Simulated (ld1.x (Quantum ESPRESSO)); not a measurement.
Ag, TM: configuration errors across variants

Ag (Z = 47), norm-conserving Troullier–Martins (Kleinman–Bylander form), made with ld1.x (Quantum ESPRESSO) 7.5 (revPBE, scalar-relativistic). Core [Kr], reference 4d10 5s0.5 5p0 (charge +0.5). Waves: 5s (bound): rc 2.35 bohr; 5p (bound, empty): rc 2.45 bohr; 4d (bound): rc 1.75 bohr. Local part: the d channel. Core correction: Bessel-smoothed model core inside 0.85 bohr.

All-electron excitation energies from the reference (eV): (1) 4d10 5s1 5p0 -2.951; (2) 4d10 5s0 5p0 4.667; (3) 4d9 5s0 5p0 26.690; (4) 4d9 5s1 5p1 5.651; (5) 4d7 5s0 5p0 114.448; (6) 4d8 5s0 5p0 62.803; (7) 4d9 5s2 5p0 1.180.

A true bound ghost makes a file unfit for plane-wave use even where its test errors are small: the radial tests pick states by their node count and pass the ghost by.

Errors AE − PS in meV (a dash: test not solved or not reliable):

| change | (1) | (2) | (3) | (4) | (5) | (6) | (7) | bound ghosts |
| --- | --- | --- | --- | --- | --- | --- | --- | --- |
| base | -1.6 | -4.5 | -54 | -100 | -982 | -326 | -110 | s, p |
| core correction none | +2.2 | +2.4 | +4.2 | -76 | -468 | -118 | -79 | s, p |
| core correction Bessel-smoothed model core inside 0.80 bohr | -1.6 | -4.5 | -54 | -100 | -982 | -326 | -110 | s, p |
| core correction Bessel-smoothed model core inside 1.04 bohr | -1.6 | -4.5 | -54 | -100 | -982 | -326 | -110 | s, p |
| core correction Bessel-smoothed model core inside 1.28 bohr | -1.6 | -4.5 | -54 | -100 | -982 | -326 | -110 | s, p |
| core correction Bessel-smoothed model core inside 1.54 bohr | -1.6 | -4.5 | -54 | -100 | -983 | -327 | -110 | s, p |
| core correction Bessel-smoothed model core inside 2.00 bohr | -1.4 | -4.2 | -53 | -96 | -924 | -313 | -104 | s, p |

Give the same row for: core correction Bessel-smoothed model core inside 1.82 bohr.

-1.5, -4.3, -54, -98, -963, -323, -107; bound ghosts: s, p.
